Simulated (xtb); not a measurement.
hydrogen fluoride (hydrogen fluoride), singlet, geometry from GFN2-xTB; GFN1-xTB (xtb).

Input for xtb:
```
$ xtb mol.xyz --gfn 1 --json

# file mol.xyz
2

F     -0.00000000    -0.00000000    -0.09325170
H      0.00000000     0.00000000     0.83926531
```

The log (banner, timings and long lists left out):

```
   ID    Z sym.   atoms
    1    9 F      1
    2    1 H      2

           -------------------------------------------------
          |                Calculation Setup                |
           -------------------------------------------------

           -------------------------------------------------
          |                 G F N 1 - x T B                 |
           -------------------------------------------------

          ...................................................
          :                      SETUP                      :
          :.................................................:
          :  # basis functions                   6          :
          :  # atomic orbitals                   6          :
          :  # shells                            4          :
          :  # electrons                         8          :
          :  # halogen bonds                     0          :
          :  max. iterations                   250          :
          :  Hamiltonian                  GFN1-xTB          :
          :  restarted?                      false          :
          :  GBSA solvation                  false          :
          :  PC potential                    false          :
          :  electronic temp.          300.0000000     K    :
          :  accuracy                    1.0000000          :
          :  -> integral cutoff          0.2500000E+02      :
          :  -> integral neglect         0.1000000E-07      :
          :  -> SCF convergence          0.1000000E-05 Eh   :
          :  -> wf. convergence          0.2000000E-04 e    :
          :  Broyden damping             0.4000000          :
          :  net charge                          0          :
          :  unpaired electrons                  0          :
          ...................................................

 iter      E             dE          RMSdq      gap      omega  full diag
   1     -5.6759432 -0.567594E+01  0.392E+00   10.77       0.0  T
   2     -5.6773917 -0.144851E-02  0.213E+00   10.18       1.0  T
   3     -5.6776232 -0.231506E-03  0.261E-01    9.73       1.0  T
   4     -5.6776403 -0.170800E-04  0.196E-02    9.82       3.6  T
   5     -5.6776405 -0.229841E-06  0.216E-04    9.83     327.4  T
   6     -5.6776405 -0.330198E-10  0.259E-05    9.83    2728.3  T
   7     -5.6776405 -0.461853E-13  0.290E-08    9.83  100000.0  T

   *** convergence criteria satisfied after 7 iterations ***

[...]
         :: total energy              -5.659846410998 Eh    ::
[...]
         :: dispersion energy         -0.000043334844 Eh    ::
         :: halogen bond corr.         0.000000000000 Eh    ::
         :: add. restraining           0.000000000000 Eh    ::
         :: total charge               0.000000000000 e     ::
         :::::::::::::::::::::::::::::::::::::::::::::::::::::

           -------------------------------------------------
          |                Property Printout                |
           -------------------------------------------------

    * Orbital Energies and Occupations

         #    Occupation            Energy/Eh            Energy/eV
      -------------------------------------------------------------
         1        2.0000           -0.8374064             -22.7870
         2        2.0000           -0.5849857             -15.9183
         3        2.0000           -0.5367008             -14.6044
         4        2.0000           -0.5367008             -14.6044 (HOMO)
         5                         -0.1756060              -4.7785 (LUMO)
         6                          0.1996334               5.4323
      -------------------------------------------------------------
                  HL-Gap            0.3610948 Eh            9.8259 eV
             Fermi-level           -0.3561534 Eh           -9.6914 eV

  Mulliken/CM5 charges         n(s)   n(p)   n(d)
     1F    -0.39642 -0.46283   1.820  5.576  0.000
     2H     0.39642  0.46283   0.604  0.000  0.000

Wiberg/Mayer (AO) data.
largest (>0.10) Wiberg bond orders for each atom

 ---------------------------------------------------------------------------
     #   Z sym  total        # sym  WBO       # sym  WBO       # sym  WBO
 ---------------------------------------------------------------------------
     1   9 F    0.844 --     2 H    0.844
     2   1 H    0.844 --     1 F    0.844
 ---------------------------------------------------------------------------

Topologies differ in total number of bonds
Writing topology from bond orders to xtbtopo.mol

 dipole moment from electron density (au)
     X       Y       Z
   0.0000   0.0000   0.9467  total (Debye):    2.406

           -------------------------------------------------
          | TOTAL ENERGY               -5.659846410998 Eh   |
          | GRADIENT NORM               0.007692940338 Eh/α |
          | HOMO-LUMO GAP               9.825890541935 eV   |
           -------------------------------------------------

normal termination of xtb
```
